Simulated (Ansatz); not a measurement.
SeBr2⁺. The state is a doublet with charge 1. Geometry PBE-D4/def2-TZVP, that of the neutral singlet.

```tsv
atom	x (Å)	y (Å)	z (Å)
Se1	0.657	-0.056	0.698
Br2	-1.666	0.010	0.909
Br3	1.009	0.046	-1.607
```

(1) Estimate the α-spin orbital energies around the gap (eV) in Ansatz with PBE-D4/def2-TZVP, r2SCAN-D4/def2-TZVP, PBE0-D4/def2-TZVP.

## Answers

(1) 
```csv
orbital,PBE-D4/def2-TZVP,r2SCAN-D4/def2-TZVP,PBE0-D4/def2-TZVP
HOMO−5,-16.00,-16.42,-17.30
HOMO−4,-15.23,-15.75,-16.87
HOMO−3,-13.77,-14.14,-15.13
HOMO−2,-13.71,-14.05,-14.95
HOMO−1,-13.35,-13.69,-14.60
HOMO,-12.44,-12.84,-13.82
LUMO,-10.13,-10.16,-9.36
LUMO+1,-9.62,-9.62,-8.84
LUMO+2,-2.19,-1.69,-1.28
LUMO+3,-2.04,-1.52,-1.19
LUMO+4,-1.93,-1.37,-1.07
LUMO+5,-1.80,-1.37,-0.96
β HOMO,-13.28,-13.60,-14.47
β LUMO,-11.68,-11.73,-11.08
```
